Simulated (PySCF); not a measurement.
**The third ionisation energy along group 15**

All values are computed (PySCF 2.14, energy differences of UHF-based or UKS calculations, no spin-orbit coupling). Values in eV. The last column holds reference values (NIST; (s) semi-empirical, (t) theoretical, else measured). Unmarked ones compare directly (S terms, centres of terms, or small fine structure); those marked * lie between the lowest fine-structure levels and include a spin-orbit shift.

```
                                                          element                               configurations  MP2 (valence)  SCS-MP2 (valence)  CCSD (valence)  CCSD (valence and next inner shell)  CCSD(T) (valence and next inner shell)  r2SCAN     reference
                                N (def2-QZVPPD, non-relativistic)                      [He] 2s2 2p1 → [He] 2s2         47.529             47.482          47.275                               47.332                                  47.359  48.234  47.445 (s) *
                                P (def2-QZVPPD, non-relativistic)                      [Ne] 3s2 3p1 → [Ne] 3s2         29.920             29.913          30.034                               30.052                                  30.079  30.376      30.203 *
Sb (def2-QZVPPD with the def2 core potential (28 electrons), ECP)            [Kr] 4d10 5s2 5p1 → [Kr] 4d10 5s2         24.403             24.398          24.466                               24.638                                  24.665  24.884      25.323 *
Bi (def2-QZVPPD with the def2 core potential (60 electrons), ECP)  [Xe] 4f14 5d10 6s2 6p1 → [Xe] 4f14 5d10 6s2         23.281             23.273          23.329                               23.547                                  23.574  23.735      25.571 *
```

Problem. Fill in the row of As (def2-QZVPPD, non-relativistic) ([Ar] 3d10 4s2 4p1 → [Ar] 3d10 4s2).

Solution. MP2 (valence) 27.746; SCS-MP2 (valence) 27.739; CCSD (valence) 27.815; r2SCAN 28.292; reference 28.349 ± 0.012 * (eV).

"Valence" correlates the outer s and p shells and, in groups 3 to 12 and the f block, the outer d or f shell, open or full, or the next shell where the ion has no valence electron left; the wider scheme adds the next inner shell.
